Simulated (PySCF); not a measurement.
Compound: C2H9BN2.
Numbering: `[CH3:1][NH:2][BH:3][NH:4][CH3:5]` (hydrogens: H6, H7, H8 on C1; H9 on N2; H10 on B3; H11 on N4; H12, H13, H14 on C5)

Method: PBE0-D3(BJ)/def2-SVP geometry optimisation, gas phase (PySCF 2.14.0); density fitting, grid level 1; the optimiser is geomeTRIC in internal coordinates, started from a GFN2-xTB structure with every atom displaced at random (about 0.01 Å).

Step 0: E = -5867.6887 eV
```
atom  x, y, z in Å  |  force x, y, z in eV/Å
C1     -2.3142   -0.4030    0.9488   -0.624   1.368  -0.389
N2     -1.2239   -0.4337    0.0400   -0.073   0.139   0.736
B3      0.0287    0.1391    0.2192    1.567  -0.030  -0.873
N4      1.0669    0.0067   -0.7687   -2.085  -0.502   0.546
C5      2.3736    0.5166   -0.7422    0.291   0.154   0.574
H6     -2.6491   -1.3795    1.2587   -0.220  -0.855   0.334
H7     -2.0414    0.1829    1.8332    0.027  -0.042   0.170
H8     -3.1885    0.1187    0.4834    0.150  -0.235   0.323
H9     -1.4260   -0.9382   -0.7821   -0.173  -0.696  -1.230
H10     0.2846    0.7345    1.2180    0.036   0.306   0.479
H11     0.8290   -0.5158   -1.5996    0.063  -0.091  -0.219
H12     3.1262   -0.2799   -0.7849    0.381  -0.073  -0.009
H13     2.4961    1.0693    0.1955    0.270   0.077   0.122
H14     2.5416    1.2137   -1.5546    0.392   0.480  -0.563
```

Step 1: E = -5867.7735 eV
```
atom  x, y, z in Å  |  force x, y, z in eV/Å
C1     -2.3226   -0.3757    0.9524   -0.047  -0.283   0.089
N2     -1.2116   -0.5225    0.0554    0.071  -0.230  -0.070
B3      0.0731    0.0562    0.2052   -0.699   0.381  -0.152
N4      0.9877    0.1045   -0.8653    0.640  -0.186   0.249
C5      2.3523    0.5470   -0.7283    0.039  -0.036  -0.205
H6     -2.7261   -1.3469    1.3099    0.099   0.119  -0.044
H7     -2.0051    0.1922    1.8356    0.034   0.026   0.066
H8     -3.1693    0.1718    0.5035   -0.029   0.064  -0.067
H9     -1.4189   -1.0514   -0.7900   -0.017   0.175   0.169
H10     0.3287    0.6458    1.2365    0.057  -0.091  -0.008
H11     0.8150   -0.4324   -1.7053   -0.086   0.037  -0.101
H12     3.0780   -0.2872   -0.6546   -0.018   0.042  -0.010
H13     2.4533    1.1466    0.1856   -0.017   0.017   0.036
H14     2.6693    1.1833   -1.5760   -0.028  -0.036   0.049
```

Step 2: E = -5867.7742 eV
```
atom  x, y, z in Å  |  force x, y, z in eV/Å
C1     -2.3355   -0.3963    0.9786   -0.070  -0.003   0.050
N2     -1.2714   -0.5019    0.0218    0.343  -0.026  -0.417
B3      0.0016    0.1078    0.1291    0.312   0.300   0.546
N4      1.0303    0.1204   -0.8456   -0.237  -0.551  -0.371
C5      2.4030    0.5386   -0.7227   -0.211   0.146   0.235
H6     -2.6906   -1.3807    1.3376    0.041   0.016  -0.028
H7     -1.9821    0.1643    1.8557    0.009  -0.008  -0.014
H8     -3.2158    0.1417    0.5792    0.007  -0.003   0.009
H9     -1.5074   -1.0244   -0.8145   -0.068   0.011   0.005
H10     0.2390    0.6711    1.1775    0.010   0.106   0.053
H11     0.8770   -0.4124   -1.6941   -0.083   0.015  -0.112
H12     3.1141   -0.3039   -0.6250   -0.053  -0.019   0.001
H13     2.5127    1.1636    0.1744    0.030   0.014   0.032
H14     2.7290    1.1434   -1.5873   -0.030   0.003   0.012
```

Step 3: E = -5867.8107 eV
```
atom  x, y, z in Å  |  force x, y, z in eV/Å
C1     -2.3184   -0.3994    0.9678   -0.082   0.006   0.011
N2     -1.2434   -0.4857    0.0212    0.087   0.076  -0.015
B3      0.0179    0.1376    0.1559    0.106  -0.037   0.026
N4      1.0061    0.1110   -0.8573    0.016  -0.230   0.001
C5      2.3758    0.5272   -0.7187   -0.084   0.098   0.019
H6     -2.6643   -1.3909    1.3121    0.003  -0.013   0.002
H7     -1.9786    0.1558    1.8541   -0.007  -0.013  -0.018
H8     -3.2001    0.1339    0.5643    0.005  -0.011   0.025
H9     -1.4651   -1.0025   -0.8213   -0.027   0.009  -0.019
H10     0.2705    0.7069    1.1990   -0.016   0.052  -0.040
H11     0.8325   -0.4285   -1.6993   -0.030   0.071   0.014
H12     3.0815   -0.3174   -0.6082   -0.003  -0.016  -0.002
H13     2.4766    1.1566    0.1773    0.009  -0.012  -0.003
H14     2.7128    1.1267   -1.5821    0.022   0.020  -0.002
```

**Question.** Estimate the geometry and energy of step 4. (The exact step hangs on the optimiser's Hessian estimate; all steps are aligned on step 3, rigid shifts and turns removed.)

**Answer.** E = -5867.8144 eV, largest force 0.166 eV/Å
```
atom  x, y, z in Å  |  force x, y, z in eV/Å
C1     -2.3278   -0.4005    0.9679    0.073   0.029   0.046
N2     -1.2370   -0.4714    0.0354   -0.056  -0.038  -0.090
B3      0.0350    0.1311    0.1631   -0.076   0.068   0.048
N4      1.0125    0.0874   -0.8578    0.039  -0.134   0.090
C5      2.3743    0.5275   -0.7224   -0.012   0.035  -0.040
H6     -2.6759   -1.3987    1.2902    0.008  -0.004  -0.001
H7     -2.0007    0.1385    1.8679   -0.004   0.005   0.015
H8     -3.2055    0.1382    0.5644    0.014  -0.001  -0.011
H9     -1.4608   -0.9787   -0.8126    0.004  -0.006  -0.038
H10     0.2949    0.7239    1.1904    0.000   0.006   0.000
H11     0.8314   -0.4490   -1.6990    0.004   0.044  -0.009
H12     3.0919   -0.3073   -0.6100    0.009   0.001  -0.009
H13     2.4666    1.1588    0.1728   -0.003  -0.012  -0.001
H14     2.7049    1.1314   -1.5858    0.002   0.007   0.000
```

The energy changes by -0.0037 eV. The first-order estimate −F·Δx gives -0.0091 eV and the mean of the old and new forces, exact on a quadratic surface, -0.0037 eV. The step makes an angle of 69° with the force vector and moves no atom by more than 0.031 Å.

The cost below is that of the whole optimisation. On one thread of an Arm Neoverse N1, shared host with 64 logical CPUs at a one-minute load of 37, this took 72 s wall and 0.47 GiB of memory at its peak.
